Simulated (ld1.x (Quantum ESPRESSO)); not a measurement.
## Varying the TM potential for Zr

Base potential:

| Quantity | Value |
| --- | --- |
| Element | Zr (Z = 40) |
| Generator | ld1.x (Quantum ESPRESSO) 7.5 |
| Type | norm-conserving Troullier–Martins (Kleinman–Bylander form) |
| Functional | PBE |
| Relativity | scalar-relativistic |
| Frozen core | [Ar] 3d10 |
| Valence charge | 12 |
| Reference configuration | 4s2 4p6 4d2 5s2 5p0 |
| Partial waves | 4s (bound): rc 2.10 bohr; 4d (bound): rc 1.75 bohr; 4p (bound): rc 1.50 bohr |
| Local potential | the p channel |
| Core correction | Bessel-smoothed model core inside 0.70 bohr |

Occupied shells without a wave of their own: 5s. They enter only through the test configuration that unscreens the potential, and ld1.x also counts them in the model core charge.

Cutoffs, loose and tight: the cutoffs (Ry, on a coarse ladder) from which the occupation-weighted sum of valence levels, in a spherical-Bessel basis at the reference potential, stays within 10 and 1 mRy of its value at 400 Ry. They do not see the model core or the augmentation charge, which bear on the density cutoff. Test errors are all-electron minus pseudo excitation energies from the reference, over the configurations 4s2 4p6 4d2 5s1 5p0; 4s2 4p6 4d2 5s0 5p0; 4s2 4p6 4d1 5s0 5p0; 4s1 4p6 4d2 5s2 5p0; 4s2 4p6 4d2 5s1 5p1; 4s2 4p6 4d3 5s1 5p0; 4s2 4p5 4d2 5s2 5p0. A dash means not determined; rows that change the core or the reference have their own tests.

With those shells counted twice in exchange and correlation these files are broken, and their errors move erratically; no question is asked of them.

| change | outcome | cutoff, loose | cutoff, tight | bound ghosts | largest test error (meV) |
| --- | --- | --- | --- | --- | --- |
| base | generated, misses its reference levels by 0.50 eV | 45 Ry | 90 Ry | none | -3371 |
| all radii but the core radius scaled by about 0.74 (s 1.56, p 1.12, d 1.30 bohr) | generated | 90 Ry | 160 Ry | none | -1218 |
| all radii but the core radius scaled by about 0.89 (s 1.88, p 1.34, d 1.56 bohr) | generated, misses its reference levels by 0.29 eV | 55 Ry | 100 Ry | none | -2309 |
| all radii but the core radius scaled by about 1.07 (s 2.24, p 1.60, d 1.86 bohr) | generated, misses its reference levels by 0.70 eV | 45 Ry | 80 Ry | none | -4335 |
| all radii but the core radius scaled by about 1.20 (s 2.52, p 1.80, d 2.10 bohr) | generated, misses its reference levels by 1.09 eV | 35 Ry | 50 Ry | none | -6237 |
| all radii but the core radius scaled by about 1.30 (s 2.72, p 1.94, d 2.28 bohr) | generated, misses its reference levels by 1.29 eV | 30 Ry | 40 Ry | none | -7171 |
| all radii but the core radius scaled by about 1.38 (s 2.90, p 2.08, d 2.42 bohr) | generated, misses its reference levels by 1.39 eV | 25 Ry | 40 Ry | none | -7620 |

Reading the sweep of the scale of all radii but the core radius (base = 1) (base included, trends over the rows without a ghost): The loose cutoff falls from 90 Ry at 0.74 to 25 Ry at 1.38. A larger radius leaves more room for a smooth pseudo-wave, so fewer plane waves are needed; a smaller one forces it to follow the all-electron wave where it bends sharply. The median size of the test errors (rows with all tests solved) rises from 86.7 meV at 0.74 to 1504.4 meV at 1.38. More of the atom is replaced by a form fitted at one configuration, so other configurations suffer as the radius grows.
